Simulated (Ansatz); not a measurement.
A series at Si: from `N[Si](F)(F)F`, ligands are replaced one by one, each step taking up H₂O and setting free H–F; n counts the steps. Ansatz, PBE0-D4/def2-TZVP geometries. Each molecule was computed in one conformer, which needn't be the lowest.

```tsv
n	molecule	HOMO energy, ωB97M-V/def2-TZVPP (eV)
0	`N[Si](F)(F)F`	?
1	`N[Si](O)(F)F`	-10.81
2	`N[Si](O)(O)F`	-10.43
3	`N[Si](O)(O)O`	-10.02
```

By hand: fit a straight line y = ȳ + b (n − n̄) to the 3 given rows and predict n = 0.

n̄ = 2.000, ȳ = -10.420; Σ(n − n̄)(y − ȳ) = 0.790, Σ(n − n̄)² = 2.000, so b = 0.395 eV a step. Prediction: -10.420 + (0.395) × (-2.000) = -11.21 eV.

By hand: compare with the computed value, -11.08 eV, and give the steps along the whole series.

The line misses by 0.13 eV (computed minus predicted). Steps: 0.27, 0.38, 0.41 eV.

The steps grow at each stage, from 0.27 to 0.41 eV, so the series is curved and an end member is harder to predict than an inner one. The highest orbital can change its character along such a series. The miss is 12.3 % of the series' range.
